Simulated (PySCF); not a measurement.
A structure optimised at PBE-D3(BJ)/def2-SVP, used in a PySCF frequency run:

```
N
H 1 1.0202
B 1 1.4378 2 118.95
O 3 1.3941 1 121.49 2 17.53
H 4 0.9711 3 111.62 1 13.15
N 3 1.4281 4 117.02 5 -164.78
H 6 1.0168 3 123.40 4 -160.16
H 6 1.0181 7 113.80 3 -161.08
C 1 1.4446 2 114.49 3 -168.28
H 9 1.1098 1 109.60 2 -161.35
H 9 1.1115 10 106.53 1 -121.09
H 9 1.1185 10 107.19 11 -114.22
```

Q: Write its SMILES and formula.

A: CNB(N)O, CH7BN2O

Q: What are its rotational constants (standard atomic weights)?

A: 8.5207, 3.6476, 2.6038 GHz
